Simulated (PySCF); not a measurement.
**Telling isomers of C9H11OP apart by NMR**

No relativistic terms, no solvent, averaged over atoms made equivalent by symmetry, fast rotation or ring inversion, one conformer. Coordinates at the GFN2-xTB level; σ from GIAO-PBE0/pcSseg-1; PySCF.

References, each an isolated molecule treated in the same way: 1H (σref 31.72), 13C (σref 186.93) against TMS. Splittings of carbon signals by F and P are missing where no couplings were computed. Where no couplings were computed, multiplicities follow the n + 1 count of equivalent neighbours, and m marks all less simple cases (inequivalent or close neighbours, rings, F or P nearby). Shifts are as computed. Against solution values, carbons near 30 ppm lie about +3 ppm off and those near 130 ppm about +5 ppm. Of 1211 compounds with measured shifts, 218 miss one by over three times the rms of a fit or turn the order of signals round; such compounds aren't used in these exercises.

(1) Tabulate the signals of `CO/C=P/c1cccc(C)c1`, `C[P@@]1(=O)CCc2ccccc21`, `C=CC1=C(C)C=C[P@]1(=O)C=C` and their relative energies.

(2) What is the quickest way to tell C[P@@]1(=O)CCc2ccccc21 from C=CC1=C(C)C=C[P@]1(=O)C=C?

(3) What is the quickest way to tell CO/C=P/c1cccc(C)c1 from C[P@@]1(=O)CCc2ccccc21?

(4) What is the quickest way to tell CO/C=P/c1cccc(C)c1 from C=CC1=C(C)C=C[P@]1(=O)C=C?

Answers

(1) 
```tsv
SMILES	carbon types	δC	δH	E rel. (kcal/mol)
CO/C=P/c1cccc(C)c1	2×C 5×CH 2×CH3	222.1, 148.9, 143.0, 139.5, 134.3, 133.7, 133.1, 62.0, 23.9	9.19 (m, 1H), 7.70 (m, 1H), 7.50 (m, 1H), 7.46 (m, 1H), 7.36 (m, 1H), 3.88 (s, 3H), 2.51 (s, 3H)	54.3
C[P@@]1(=O)CCc2ccccc21	2×C 4×CH 2×CH2 1×CH3	150.2, 142.1, 137.1, 134.9, 132.5, 131.8, 34.7, 30.6, 19.6	8.11 (m, 1H), 7.69 (m, 1H), 7.64 (m, 1H), 7.53 (m, 1H), 3.09 (m, 1H), 2.78 (m, 1H), 2.21 (m, 1H), 2.04 (m, 1H), 1.43 (m, 3H)	0.0
C=CC1=C(C)C=C[P@]1(=O)C=C	2×C 4×CH 2×CH2 1×CH3	150.7, 147.9, 143.4, 142.5, 142.0, 138.1, 134.2, 130.8, 17.6	7.16 (m, 1H), 6.90 (m, 1H), 6.75 (m, 1H), 6.68 (m, 1H), 6.34 (m, 1H), 6.22 (m, 1H), 6.01 (m, 1H), 5.72 (m, 1H), 2.07 (s, 3H)	64.8
```

Energies are electronic energies at PBE0/pcSseg-1 on these geometries, without zero-point or thermal terms, each for the one conformer computed, which needn't be the lowest.

(2) Both give the same number of carbon signals, with the same numbers of each carbon type, so the positions decide. The first has an sp3 CH2 bonded to P at 34.7 ppm, the second a terminal =CH2 carbon at 143.4 ppm. Their most deshielded carbons lie at 150.2 and 150.7 ppm. In the proton spectra the most deshielded non-exchanging signals are 8.11 (m, 1H) and 7.16 (m, 1H).

(3) Both give the same number of carbon signals, but DEPT or the intensities differ. The first has a carbon double-bonded to a heavier main-group atom (CH) at 222.1 ppm, the second an sp3 CH2 bonded to P at 34.7 ppm. Their most deshielded carbons lie at 222.1 and 150.2 ppm. In the proton spectra the most deshielded non-exchanging signals are 9.19 (m, 1H) and 8.11 (m, 1H).

(4) Both give the same number of carbon signals, but DEPT or the intensities differ. The first has a carbon double-bonded to a heavier main-group atom (CH) at 222.1 ppm, the second a terminal =CH2 carbon at 143.4 ppm. Their most deshielded carbons lie at 222.1 and 150.7 ppm. In the proton spectra the most deshielded non-exchanging signals are 9.19 (m, 1H) and 7.16 (m, 1H).
